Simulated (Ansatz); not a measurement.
Geometry optimisation, Ansatz 0.2.0, UKS PBE0-D4/def2-SVP.

Input file:

```yaml
crystal:
  periodic: [false, false, false]
  atoms:
    - { symbol: F, position_ang: [-0.6291, -1.5474, 1.3965] }
    - { symbol: Si, position_ang: [-0.6757, -0.2264, 0.2848] }
    - { symbol: Se, position_ang: [1.3781, 0.7035, 0.1933] }
    - { symbol: H, position_ang: [-0.9622, -0.7114, -1.0524] }
    - { symbol: H, position_ang: [1.92112, -0.25404, 1.24558] }
magnetization:
  spin_polarized: true
  initial_magnetization: 1
basis:
  gaussian: { orbitals: def2-SVP }
hamiltonian:
  xc: pbe0
  dispersion: d4
relax:
  f_tol: 0.015
  max_steps: 40
```

Command:

```bash
$ ansatz run input.yaml --threads 2 --pin off --max-ram 3072MiB --backend cpu --events-out ev --progress --plain --runs-dir out
```

Task: Where does it end, and by what steps?

Result: The run converged. After 17 steps the energy has fallen by 0.281 eV; H5 moved furthest, 0.65 Å.

| step | energy less start (eV) | largest force component (eV/Å) | accepted |
| --- | --- | --- | --- |
| 0 | 0.0000 | 2.378 | yes |
| 1 | -0.1553 | 1.269 | yes |
| 2 | -0.1966 | 0.188 | yes |
| 3 | -0.2039 | 0.076 | yes |
| 4 | -0.2100 | 0.187 | yes |
| 5 | -0.2158 | 0.294 | yes |
| 6 | -0.2153 | 0.803 | no |
| 7 | -0.2293 | 0.209 | yes |
| 8 | -0.2455 | 0.217 | yes |
| 9 | -0.2573 | 0.612 | yes |
| 10 | -0.2374 | 1.037 | no |
| 11 | -0.2754 | 0.171 | yes |
| 12 | -0.2681 | 0.272 | no |
| 13 | -0.2798 | 0.091 | yes |
| 14 | -0.2809 | 0.069 | yes |
| 15 | -0.2811 | 0.030 | yes |
| 16 | -0.2812 | 0.015 | yes |
| 17 | -0.2813 | 0.003 | yes |

```xyz
5
Properties=species:S:1:pos:R:3
F -0.710 -1.808 1.130
Si -0.573 -0.357 0.400
Se 1.585 0.245 0.037
H -1.167 -0.476 -0.971
H 1.896 0.360 1.471
```

Whether the end is a true minimum wasn't checked by a vibrational analysis.

The run took 35 s on 2 threads of Arm Neoverse V2, on a shared host, peak memory 0.19 GiB.
